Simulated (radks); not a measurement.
Results of a calculation; reference values are marked as such.
Spherical jellium clusters: N electrons in a uniform positive sphere of charge N and radius rs N^(1/3), rs = 2.23 bohr. Level of theory: non-relativistic Kohn-Sham, LDA (Slater exchange, Perdew-Wang correlation), spin-polarised, spherical densities (a radial shooting solver with Libxc functionals). Levels are named by radial order and angular momentum (1s, 1p, 1d, 2s, ...), and open shells are averaged over m.

N = 31, configuration 1s2 1p6 1d10 2s2 1f(up 7, down 4). This is the lowest configuration that the search found. Occupied and some empty levels:

| level | occupation | eigenvalue (eV) | <r> (bohr) |
|---|---|---|---|
| 1s up | 1 | -11.611 | 3.932 |
| 1s down | 1 | -11.460 | 3.858 |
| 1p up | 3 | -9.3411 | 4.912 |
| 1p down | 3 | -9.1070 | 4.873 |
| 1d up | 5 | -6.7635 | 5.614 |
| 1d down | 5 | -6.4901 | 5.605 |
| 2s up | 1 | -6.1794 | 4.905 |
| 2s down | 1 | -6.0100 | 4.950 |
| 1f up | 7 | -3.9331 | 6.260 |
| 1f down | 4 | -3.6531 | 6.282 |
| 2p up | 0 | -3.1545 | 6.116 |
| 2p down | 0 | -3.0035 | 6.169 |
| 1g up | 0 | -0.98754 | 7.092 |
| 2d up | 0 | -0.73691 | 8.632 |
| 1g down | 0 | -0.73549 | 7.190 |
| 2d down | 0 | -0.62760 | 8.862 |

Energy (eV): total -20.0725, kinetic 157.74, external -4349.4, Hartree 2116.6, exchange-correlation -184.83, background 2239.8.
